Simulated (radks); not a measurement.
Q: The mean radii <r> (bohr) of the occupied orbitals of an atom or ion are listed with their occupations. Method: scalar-relativistic Kohn-Sham, PBE, spin-polarised, spherical densities, finite nucleus; Fermi nuclear charge, rms radius of each element as measured or else 0.836 A^(1/3) + 0.57 fm; computed with a radial shooting solver on a logarithmic mesh with Libxc functionals.

orbital  occ.      <r>
1s up       1  0.02457
1s down     1  0.02457
2s up       1   0.1052
2s down     1   0.1052
2p up       3  0.09237
2p down     3  0.09237
3s up       1   0.2787
3s down     1   0.2787
3p up       3   0.2767
3p down     3   0.2767
3d up       5   0.2536
3d down     5   0.2536
4s up       1   0.6354
4s down     1   0.6354
4p up       3   0.6718
4p down     3   0.6717
4d up       5   0.7371
4d down     5   0.7370
5s up       1    1.464
5s down     1    1.463
5p up       3    1.653
5p down     3    1.649
6p up       1    3.754

Name the element and its charge. Open shells, if any, are filled with parallel spins first.

A: Z = 58, cerium, charge +3: Ce3+ in [Xe] 6p1. The 1s radius gives Z: for a bare nucleus <r> = (2 gamma + 1)/(2Z) with gamma = sqrt(1 - (Z/c)^2), 0.02424 bohr for Z = 58, and screening makes it slightly larger (0.02457 here). The occupations add up to 55, and the charge is Z minus that.
